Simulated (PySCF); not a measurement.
Si(F)(I)2(OH) (FHI2OSi), SMILES O[Si](I)(I)F. The structure is a stationary point at PBE0-D3(BJ)/def2-SVP. This is a generated structure with no PubChem entry under its InChIKey; it may be hypothetical. The def2 effective core potentials stand for the cores of I; spin–orbit coupling is left out. One conformer was computed; it need not be the lowest.

Give the equilibrium geometry at PBE0-D3(BJ)/def2-SVP (PySCF confirms it by a frequency run) as Cartesian coordinates in Å. (An estimate is asked for; the answer gives what the named calculation found.)

This is not unique; one that fits is 
```xyz
6

O     -1.6377    -1.5488    -0.4419
Si    -0.5995    -0.5692     0.3580
F     -0.7762    -0.7508     1.9512
I      1.6342    -1.2345    -0.2424
I     -1.0483     1.7710    -0.1088
H     -2.5733    -1.3172    -0.4252
```
Charge 0, spin multiplicity 1.
